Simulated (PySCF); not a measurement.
Compound: C7H8F2O.
SMILES: `FC(F)O[C@@]12CC=C[C@@H]1C2`

The closed-shell ground state was solved at several levels (PySCF, density fitting, gas phase, non-relativistic). Isolated species at its PBE0-D3(BJ)/def2-SVP geometry (one conformer only).

```json
{"level": "CAM-B3LYP/pcSseg-1", "basis functions": "210", "HOMO (eV)": "-8.40", "LUMO (eV)": "1.19", "gap (eV)": "9.59", "dipole (D)": "2.77"}
{"level": "PBE0/def2-SVPD", "basis functions": "273", "HOMO (eV)": "-7.10", "LUMO (eV)": "-0.08", "gap (eV)": "7.02", "dipole (D)": "2.81"}
```

Q: What might PBE0/pcSseg-1 (210 basis functions) give for the same quantities?

A: HOMO -7.09 eV, LUMO 0.02 eV, gap 7.11 eV, dipole 2.71 D.

Q: Over all these levels, which gives the widest orbital gap and which the narrowest?

A: CAM-B3LYP/pcSseg-1 (range-separated hybrid) has the widest, 9.59 eV, and PBE0/def2-SVPD (global hybrid, 25 % exact exchange) the narrowest, 7.02 eV. Functional and basis both differ between the two, so the spread mixes both effects.

Q: How far do the dipole and the HOMO energy spread over the levels?

A: The dipole runs from 2.71 to 2.81 D (mean 2.76 D) and the HOMO from -8.40 to -7.09 eV.
